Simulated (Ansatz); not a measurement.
One change: `[OH][GeH]1[CH2][O]1` becomes `[BH2][GeH]1[CH2][O]1`.

Ansatz, PBE0-D4/def2-TZVP geometries, multiplicity 1. Each molecule was computed in one conformer, which needn't be the lowest.

Scalar relativity is left out up to krypton.

```json
{"property": "size of the dipole moment (ωB97M-V/def2-TZVPP) / D", "`[OH][GeH]1[CH2][O]1`": "2.40"}
{"property": "size of the dipole moment (PBE/def2-TZVPP) / D", "`[OH][GeH]1[CH2][O]1`": "2.09"}
{"property": "LUMO energy (PBE/def2-TZVPP) / eV", "`[OH][GeH]1[CH2][O]1`": "-1.35"}
{"property": "HOMO–LUMO gap (PBE/def2-TZVPP) / eV", "`[OH][GeH]1[CH2][O]1`": "4.65"}
{"property": "LUMO energy (PBE0/def2-TZVPP) / eV", "`[OH][GeH]1[CH2][O]1`": "-0.44"}
{"property": "HOMO–LUMO gap (PBE0/def2-TZVPP) / eV", "`[OH][GeH]1[CH2][O]1`": "6.78"}
```

What does the change do to each property? (An estimate is asked.)

Ansatz gave: 
```json
{"property": "size of the dipole moment (ωB97M-V/def2-TZVPP) / D", "`[BH2][GeH]1[CH2][O]1`": "2.01", "shift": "-0.39"}
{"property": "size of the dipole moment (PBE/def2-TZVPP) / D", "`[BH2][GeH]1[CH2][O]1`": "1.58", "shift": "-0.51"}
{"property": "LUMO energy (PBE/def2-TZVPP) / eV", "`[BH2][GeH]1[CH2][O]1`": "-3.61", "shift": "-2.26"}
{"property": "HOMO–LUMO gap (PBE/def2-TZVPP) / eV", "`[BH2][GeH]1[CH2][O]1`": "2.48", "shift": "-2.17"}
{"property": "LUMO energy (PBE0/def2-TZVPP) / eV", "`[BH2][GeH]1[CH2][O]1`": "-2.78", "shift": "-2.34"}
{"property": "HOMO–LUMO gap (PBE0/def2-TZVPP) / eV", "`[BH2][GeH]1[CH2][O]1`": "4.22", "shift": "-2.56"}
```

With PBE0 the HOMO rises by 0.22 eV and the LUMO falls by 2.34 eV, so the gap narrows by about 2.56 eV. PBE moves the HOMO by -0.09 eV and ωB97M-V by 0.43 eV. The zero-point energy changes by 17.3 kJ/mol with +3 modes. Dipoles are sizes alone; their direction can turn.
